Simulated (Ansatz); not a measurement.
Reactions of `[GeH3][B]1O[SiH2]1`.

Computed with Ansatz on PBE0-D4/def2-TZVP structures; ΔE is electronic, products minus reactants. CCSD(T)/CBS is the MP2 limit (def2-TZVPP, def2-QZVPP) plus CCSD(T) − MP2 in def2-TZVPP, frozen cores. DFT in def2-TZVPP. B3LYP here is the variant with VWN-RPA as its local correlation; programs differ in this. For Ge outer-core shells are correlated without core-valence functions, which leaves a few kJ/mol of doubt a bond. Scalar relativity is left out up to krypton. Each species was taken in one conformer, which may not be the lowest.

| reaction | r2SCAN-D4 (kJ/mol) | PBE-D4 (kJ/mol) | B3LYP-D4 (kJ/mol) | ωB97M-V (kJ/mol) | CCSD(T)/CBS(def2) (kJ/mol) |
| --- | --- | --- | --- | --- | --- |
| `[GeH3][B]1O[SiH2]1` + `[SH][GeH3]` → `[GeH3][S][GeH3]` + `B1O[SiH2]1` | -44 | -39 | -45 | -47 | -45 |
| `[GeH3][B]1O[SiH2]1` + `NC#CO` → `NC#C[O][GeH3]` + `B1O[SiH2]1` | -25 | -15 | -29 | -28 | -25 |
| `[GeH3][B]1O[SiH2]1` + `O[SiH2]F` → `F[SiH2][O][GeH3]` + `B1O[SiH2]1` | -29 | -17 | -35 | -35 | -31 |
| `[GeH3][B]1O[SiH2]1` + `CC#CS` → `CC#C[S][GeH3]` + `B1O[SiH2]1` | -45 | -41 | -47 | -47 | -44 |
| `[GeH3][B]1O[SiH2]1` + `[NH2][GeH2][F]` → `[F][GeH2][NH][GeH3]` + `B1O[SiH2]1` | 4 | 11 | -1 | -3 | -3 |

Largest T1 diagnostic: 0.017, for `B1O[SiH2]1`.
